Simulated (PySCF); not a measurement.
From one molecule to another.

First species: C₅H₆F₃P.
SMILES with atom numbers: `[CH3:1][C:2]#[C:3][PH:4][CH2:5][C:6]([F:7])([F:8])[F:9]` (hydrogens: H10, H11, H12 on C1; H13 on P4; H14, H15 on C5)

Second species: C5H4ClFN2.
SMILES: `Cc1cc(F)c(Cl)nn1`

Levels: PBE0/def2-SVPD for dipole moment, HOMO energy, LUMO energy, HOMO–LUMO gap, static isotropic polarisability and electronic spatial extent ⟨r²⟩ about the centre of nuclear charge; TDDFT PBE0/def2-SVPD for lowest singlet excitation; TDA PBE0/def2-SVPD for lowest triplet excitation (Tamm–Dancoff); GFN2-xTB for rotational constant A and rotational constant C. Geometries: GFN2-xTB. Each structure is a single optimised conformer of the isolated species, non-relativistic unless stated; the electronic structure was computed with PySCF and density fitting.

The conformers computed, where there is a choice (atom-mapped SMILES and torsion angles):
- `[CH3:1][C:2]#[C:3][PH:4][CH2:5][C:6]([F:7])([F:8])[F:9]`: C3–P4–C5–C6 -169°, P4–C5–C6–F7 -60°

```
                                                         property    column X    column Y
                                                    dipole moment      3.91 D      3.76 D
                                                      HOMO energy    -7.20 eV    -7.12 eV
                                                      LUMO energy    -1.87 eV    -0.22 eV
                                                    HOMO–LUMO gap     5.33 eV     6.90 eV
                                        lowest singlet excitation     3.63 eV     5.41 eV
                         lowest triplet excitation (Tamm–Dancoff)     2.89 eV     4.75 eV
                                  static isotropic polarisability     86.6 au     89.6 au
electronic spatial extent ⟨r²⟩ about the centre of nuclear charge  1412 bohr²  2088 bohr²
                                            rotational constant A   2.875 GHz   3.466 GHz
                                            rotational constant C   0.747 GHz   0.512 GHz
```

Task: Which column belongs to which species?

Result: Column X is the second species and column Y the first. The first has 15 atoms and 78 electrons, the second 13 and 74.

Task: How does each property change from the first species to the second?

Result: dipole moment +0.15 D; HOMO energy -0.08 eV; LUMO energy -1.65 eV; HOMO–LUMO gap -1.57 eV; lowest singlet excitation -1.78 eV; lowest triplet excitation (Tamm–Dancoff) -1.86 eV; static isotropic polarisability -3.0 au; electronic spatial extent ⟨r²⟩ about the centre of nuclear charge -676 bohr²; rotational constant A -0.591 GHz; rotational constant C +0.235 GHz.

On the first: S1 lies 1.49 eV below the HOMO–LUMO gap; its leading configuration is HOMO→LUMO, weight 0.90. No computed singlet falls in the visible range (750 to 380 nm, 1.65 to 3.26 eV); S1 lies 2.15 eV above its blue end.

On the second: The principal polarisabilities are 53.2, 82.4 and 124.0 au; their mean is the isotropic value.
